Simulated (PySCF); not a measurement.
BrH4NSn. Atoms are numbered in the order given.

```xyz
7

Sn    -0.3355    -0.7933     0.0000
N      1.4349    -1.7833     0.0000
Br     0.1648     1.6849     0.0000
H     -1.1878    -1.0972    -1.4560
H     -1.1878    -1.0972     1.4560
H      1.6683    -2.3140     0.8354
H      1.6683    -2.3140    -0.8354
```

Coordinates come from a B3LYP-D3(BJ)/def2-SVP optimisation. The structure was generated by enumeration; whether it is a known compound was not checked. The def2 effective core potentials stand for the cores of Sn; spin–orbit coupling is left out. The values are those of a single conformer.

Level of theory: PBE/def2-TZVPD (PySCF).

Symmetry labels are those of the subgroup Cs that the program uses (full group Cs).

Computed valence orbital energies around the gap with their symmetry:
```csv
orbital,symmetry,energy (eV)
HOMO−7,A',-13.04
HOMO−6,A",-12.01
HOMO−5,A',-9.33
HOMO−4,A",-8.65
HOMO−3,A',-8.38
HOMO−2,A',-6.83
HOMO−1,A",-6.76
HOMO,A',-6.22
LUMO,A',-1.99
LUMO+1,A',-1.21
LUMO+2,A',-0.82
LUMO+3,A',0.04
```
